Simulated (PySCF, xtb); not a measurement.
Cl3Sc, SMILES [Cl][Sc+]([Cl])[Cl] (connectivity only; charge and spin as stated), charge +1, multiplicity 2.

Harmonic wavenumbers (cm⁻¹) from GFN2-xTB (xtb) at its own minimum, in rising order: 18, 19, 54, 264, 277, 279.

Question: What does PySCF with B3LYP-D3(BJ)/def2-SVP give at its own minimum? (The exact figures need the calculation; the answer reports its results.)

Answer: 73, 82, 174, 284, 393, 511. Paired by order, the mean absolute difference is 101 cm⁻¹ and the zero-point energies are 1.3 and 2.2 kcal/mol.
